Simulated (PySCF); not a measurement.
A calculated (PBE, PySCF 2.14, aug-cc-pV(Q+d)Z with one added diffuse shell each of s, p, d, f, g type, no relativity, point nucleus) atom or ion has these occupied shells.

| shell | electrons | orbital energy (eV) | rms radius, mean of both spins (bohr) |
| --- | --- | --- | --- |
| 1s α | 1 | -2398.7 | 0.113 |
| 1s β | 1 | -2398.4 | 0.113 |
| 2s α | 1 | -210.60 | 0.524 |
| 2s β | 1 | -210.35 | 0.524 |
| 2p α | 3 | -156.77 | 0.495 |
| 2p β | 3 | -156.43 | 0.495 |
| 3s α | 1 | -17.927 | 1.84 |
| 3s β | 1 | -15.831 | 1.84 |
| 3p α | 3 | -7.707 | 2.26 |
| 3p β | 1 | -6.161 | 2.26 |

Task: Name the element and its charge.

Result: S (sulfur, neutral), in [Ne] 3s2 3p4, high-spin 3P determinant.
